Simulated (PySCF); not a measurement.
PySCF input file for W(NH)(S)(OH)(SH) (H₃NOS₂W), SMILES [NH]=[W]([OH])(=[S])[SH], multiplicity 1, PBE0-D3(BJ)/def2-SVP. Coordinates come from a PBE0-D3(BJ)/def2-SVP optimisation. The spin state was assumed, not searched. The structure was generated by enumeration; whether it is a known compound was not checked. The def2 effective core potentials stand for the cores of W; spin–orbit coupling is left out. One conformer was computed; it need not be the lowest.

```python
import numpy as np
from pyscf import gto, scf, dft, df
from pyscf.hessian import thermo

mol = gto.M(
    atom='''
    W     0.11504559    0.09396319   -0.13631381
    N     0.87466005   -0.84996236   -1.38143589
    H     1.55002536   -1.52190632   -1.73801759
    S     1.08575197   -0.20681401    1.74754686
    O     0.11793167    1.92069725   -0.59941346
    H     0.35532952    2.28662272   -1.45857699
    S    -2.02843924   -0.84806596   -0.08068753
    H    -2.40180540   -0.25575490    1.07942580
    ''',
    basis='def2-SVP',
    ecp={'W': 'def2-svp'},
    charge=0,
    spin=0,
    max_memory=1600,
    verbose=3,
)
mf = dft.RKS(mol, xc='pbe0').density_fit(auxbasis='def2-universal-jkfit')
mf.disp = 'd3bj'
mf.grids.level = 3
mf.conv_tol = 1e-11
mf.max_cycle = 100
mf.kernel()

# [left out here: the lines that compute and print the analytic Hessian (its translational invariance restored by hand, since the grid's response is missing), thermochemistry and intensities]
```

Output:

```
converged SCF energy = -994.635164965607

WARN: DFTD3 does not support analytical Hessian, using finite difference


WARN: Mole.unit (angstrom) is changed to Bohr

Mode                                 0                   1                   2
Irrep
Freq [cm^-1]                      136.5216            153.1634            185.6309
Reduced mass [au]                  12.5624              7.8751              4.3041
Force const [Dyne/A]                0.1380              0.1088              0.0874
Char temp [K]                     196.4242            220.3680            267.0815
Normal mode                   x     y     z       x     y     z       x     y     z
       0   W                 0.00  0.02 -0.02   -0.02  0.02  0.02   -0.02 -0.01 -0.01
       1   N                 0.00 -0.01 -0.00   -0.07 -0.04  0.03    0.08  0.06 -0.01
       2   H                -0.02 -0.04  0.02   -0.12 -0.09  0.05    0.16  0.14 -0.01
       3   S                -0.09 -0.05  0.02    0.05 -0.02 -0.02    0.01  0.07 -0.02
       4   O                 0.06  0.02 -0.01    0.12  0.01 -0.05    0.12  0.00  0.09
       5   H                 0.13  0.03  0.01    0.18 -0.05 -0.06    0.33  0.06  0.17
       6   S                 0.04 -0.05  0.09    0.02 -0.07 -0.05   -0.04 -0.01  0.02
       7   H                 0.09 -0.08  0.12   -0.11 -0.08 -0.08    0.03 -0.06  0.06
Mode                                 3                   4                   5
Irrep
Freq [cm^-1]                      215.6122            233.1705            311.5336
Reduced mass [au]                   4.8821              2.8144              1.1839
Force const [Dyne/A]                0.1337              0.0902              0.0677
Char temp [K]                     310.2180            335.4805            448.2274
Normal mode                   x     y     z       x     y     z       x     y     z
       0   W                 0.01 -0.01 -0.01   -0.00  0.01 -0.01   -0.00 -0.00 -0.00
       1   N                -0.13 -0.07 -0.05    0.06 -0.11  0.12    0.03  0.04 -0.01
       2   H                -0.24 -0.14 -0.14    0.08 -0.17  0.28    0.10  0.11 -0.01
       3   S                -0.03  0.06  0.02    0.02 -0.02 -0.04   -0.01 -0.01 -0.01
       4   O                 0.02  0.03  0.12   -0.05  0.03  0.07    0.07  0.01  0.01
       5   H                -0.16  0.11  0.11    0.09  0.23  0.20   -0.50 -0.18 -0.23
       6   S                 0.03 -0.01 -0.01    0.00 -0.00  0.01    0.00 -0.02  0.02
       7   H                -0.05  0.04 -0.07   -0.09  0.27 -0.16   -0.20  0.57 -0.34
Mode                                 6                   7                   8
Irrep
Freq [cm^-1]                      336.7248            390.8518            528.7421
Reduced mass [au]                   1.2888             11.7638              2.0747
Force const [Dyne/A]                0.0861              1.0588              0.3417
Char temp [K]                     484.4720            562.3487            760.7422
Normal mode                   x     y     z       x     y     z       x     y     z
       0   W                -0.00 -0.00  0.00   -0.03 -0.01  0.00   -0.01  0.00 -0.02
       1   N                -0.04  0.04 -0.06    0.01  0.00  0.01    0.03 -0.03  0.07
       2   H                -0.04  0.07 -0.11    0.08  0.04  0.06   -0.08  0.20 -0.54
       3   S                -0.00  0.00  0.02    0.00  0.00 -0.02    0.05 -0.02  0.09
       4   O                -0.05 -0.03 -0.04    0.02 -0.00  0.01    0.02 -0.02 -0.02
       5   H                 0.61  0.09  0.19   -0.05 -0.07 -0.04   -0.14  0.30  0.08
       6   S                 0.03 -0.00  0.01    0.14  0.06 -0.01    0.00 -0.00 -0.00
       7   H                -0.13  0.48 -0.29    0.19 -0.01  0.05    0.07  0.02  0.01
Mode                                 9                  10                  11
Irrep
Freq [cm^-1]                      568.3612            609.9830            652.6286
Reduced mass [au]                   2.4618              1.3312              1.1396
Force const [Dyne/A]                0.4685              0.2918              0.2860
Char temp [K]                     817.7452            877.6297            938.9873
Normal mode                   x     y     z       x     y     z       x     y     z
       0   W                -0.01  0.00 -0.02   -0.00 -0.00 -0.00    0.00  0.00  0.01
       1   N                -0.01  0.02 -0.06    0.04 -0.01  0.05    0.01  0.03  0.00
       2   H                 0.08 -0.22  0.54   -0.29 -0.13 -0.33   -0.22 -0.22  0.05
       3   S                 0.06 -0.01  0.11    0.01 -0.00  0.00   -0.01  0.01 -0.02
       4   O                 0.00  0.02  0.02   -0.03  0.10  0.04    0.01 -0.05 -0.01
       5   H                 0.02 -0.16 -0.06    0.25 -0.62 -0.21   -0.09  0.18  0.06
       6   S                -0.01 -0.00 -0.00   -0.01 -0.00 -0.00   -0.02 -0.02 -0.02
       7   H                 0.10  0.02  0.02    0.16  0.08  0.01    0.78  0.34  0.07
Mode                                12                  13                  14
Irrep
Freq [cm^-1]                      682.8504            739.1809           1027.8910
Reduced mass [au]                   1.5006              3.1593              7.3247
Force const [Dyne/A]                0.4123              1.0171              4.5597
Char temp [K]                     982.4696           1063.5168           1478.9063
Normal mode                   x     y     z       x     y     z       x     y     z
       0   W                 0.00 -0.00  0.00   -0.00 -0.02  0.01    0.01 -0.01 -0.01
       1   N                -0.08 -0.07 -0.00    0.03  0.04 -0.02   -0.11  0.14  0.17
       2   H                 0.50  0.50  0.03   -0.19 -0.21  0.05   -0.12  0.15  0.20
       3   S                -0.00 -0.00  0.00    0.00  0.00  0.00   -0.00  0.00 -0.00
       4   O                -0.01  0.10 -0.02    0.01  0.18 -0.07   -0.00 -0.00  0.01
       5   H                 0.06 -0.01 -0.05   -0.07  0.42  0.01   -0.01 -0.02  0.00
       6   S                -0.02 -0.01 -0.01    0.00  0.00  0.00    0.00  0.00  0.00
       7   H                 0.35  0.11  0.05   -0.09 -0.02 -0.02   -0.03 -0.02 -0.00
Mode                                15                  16                  17
Irrep
Freq [cm^-1]                     2689.8236           3642.2841           3914.3353
Reduced mass [au]                   1.0381              1.0839              1.0674
Force const [Dyne/A]                4.4252              8.4721              9.6356
Char temp [K]                    3870.0572           5240.4359           5631.8570
Normal mode                   x     y     z       x     y     z       x     y     z
       0   W                -0.00  0.00  0.00   -0.00  0.00  0.00   -0.00  0.00  0.00
       1   N                 0.00 -0.00 -0.00    0.05 -0.05 -0.03   -0.00  0.00  0.00
       2   H                 0.00 -0.00 -0.00   -0.63  0.63  0.34    0.01 -0.00 -0.00
       3   S                 0.00 -0.00  0.00    0.00 -0.00  0.00   -0.00  0.00 -0.00
       4   O                 0.00  0.00 -0.00   -0.00  0.00  0.00   -0.01 -0.02  0.05
       5   H                -0.00  0.00 -0.00    0.00  0.00 -0.01    0.24  0.38 -0.86
       6   S                -0.01  0.01  0.03   -0.00 -0.00 -0.00    0.00  0.00 -0.00
       7   H                 0.28 -0.42 -0.84    0.00  0.00 -0.00    0.00  0.00  0.00
temperature 298.1500 [K]
pressure 101325.00 [Pa]
Rotational constants [GHz] 2.36792 1.71949 1.39696
Symmetry number 1
Zero-point energy (ZPE) 0.03877 [Eh]   101797.954 [J/mol]
                           tot       elec      trans        rot        vib
Entropy [J/mol/K]       372.290      0.000    179.065    118.936     74.290
Cv [J/mol/K]            109.514      0.000     12.472     12.472     84.570
Cp [J/mol/K]            117.828      0.000     20.786     12.472     84.570
Internal energy [J/mol]                      3718.434   3718.434 114811.662
Internal energy [Eh]   -994.58860  -994.63516
Enthalpy [J/mol]                             6197.391   3718.434 114811.662
Enthalpy [Eh]          -994.58766
Gibbs free energy [J/mol]                  -47190.895 -31742.188  92662.197
Gibbs free energy [Eh] -994.62994
mode   freq/cm-1   IR/(km/mol)
   1      136.52         2.188
   2      153.16         0.723
   3      185.63        10.681
   4      215.61        13.292
   5      233.17        15.755
   6      311.53        50.831
   7      336.72        37.527
   8      390.85        32.506
   9      528.74       233.683
  10      568.36        27.831
  11      609.98       200.283
  12      652.63         5.621
  13      682.85        45.658
  14      739.18        93.324
  15     1027.89        85.660
  16     2689.82         4.164
  17     3642.28       204.329
  18     3914.34       293.903
max |gradient| / (hartree/bohr): 5.0371668754634226e-05
APT charges: [ 1.648  -0.7696  0.3454 -0.5192 -0.8048  0.3677 -0.3415  0.0741]
```

The run converged.
